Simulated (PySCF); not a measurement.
# Electron correlation in Sc⁺ (scandium, charge +1)

[Ar] 3d2, high-spin 3F determinant (an excited configuration). All numbers are calculated (PySCF 2.14, the non-relativistic Hamiltonian (point nucleus), in def2-QZVPPD (11s6p5d3f2g, 93 functions)). Frozen: [Ne]; 10 electrons correlated.

MP2 pair energies summed by pair of shells (mhartree):

| pair | energy | share (%) |
| --- | --- | --- |
| 3p-3p | -121.29 | 49.5 |
| 3p-3d | -65.68 | 26.8 |
| 3s-3p | -34.30 | 14.0 |
| 3s-3d | -10.78 | 4.4 |
| 3s-3s | -7.15 | 2.9 |
| 3d-3d | -5.69 | 2.3 |

Total MP2 correlation energy: -244.89 mhartree.

Same-spin part -69.88 and opposite-spin part -175.01 mhartree; SCS-MP2 scales them by 1/3 and 6/5 to -233.30 mhartree.

This basis was not built for core-valence correlation, so the inner-shell part is incomplete.
